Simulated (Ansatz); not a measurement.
Gas-phase reaction 3 R1 → 2 P1, each structure at its B3LYP-D3(BJ)/def2-TZVP stationary point, reached from a drawn start (curvature not checked).
R1, O2Si2 (charge 0, multiplicity 1):
```xyz
4

Si     1.2298     0.0000     0.0000
O      0.0000     1.1727     0.0000
Si    -1.2298     0.0000     0.0000
O      0.0000    -1.1727     0.0000
```
P1, O3Si3 (SMILES [o+]1[si-][o+][si-][o+][si-]1) (charge 0, multiplicity 1):
| atom | x (Å) | y (Å) | z (Å) |
|---|---|---|---|
| Si | 1.8032 | 0.0000 | 0.0000 |
| O | 0.7500 | 1.2991 | 0.0000 |
| Si | -0.9016 | 1.5616 | 0.0000 |
| O | -1.5000 | 0.0000 | 0.0000 |
| Si | -0.9016 | -1.5616 | 0.0000 |
| O | 0.7500 | -1.2991 | 0.0000 |

P less R. No zero-point or thermal terms.

Correlated levels freeze the cores.

Programs: Ansatz (a program for electronic structure). No computed number here is a measurement.

Total energies in hartree:

```
structure  PBE/def2-TZVPP  B3LYP/def2-TZVPP  CCSD(T)/cc-pV(Q+d)Z
---------  --------------  ----------------  -------------------
R1            -729.170827       -729.654211          -728.550484
P1           -1093.804346      -1094.534559         -1092.878588
```

**Question.** Work out the reaction energy at each level in kcal/mol (1 hartree = 627.50947 kcal/mol), and say how far PBE/def2-TZVPP lies from CCSD(T)/cc-pV(Q+d)Z.

**Answer.** 
- PBE/def2-TZVPP: 2 × (-1093.804346) − 3 × (-729.170827) = -0.096211 hartree = -60.37 kcal/mol
- B3LYP/def2-TZVPP: 2 × (-1094.534559) − 3 × (-729.654211) = -0.106485 hartree = -66.82 kcal/mol
- CCSD(T)/cc-pV(Q+d)Z: 2 × (-1092.878588) − 3 × (-728.550484) = -0.105724 hartree = -66.34 kcal/mol
PBE/def2-TZVPP less CCSD(T)/cc-pV(Q+d)Z: 5.97 kcal/mol. CCSD(T)/cc-pV(Q+d)Z is the level counted from, the highest shown, and no exact or measured value.
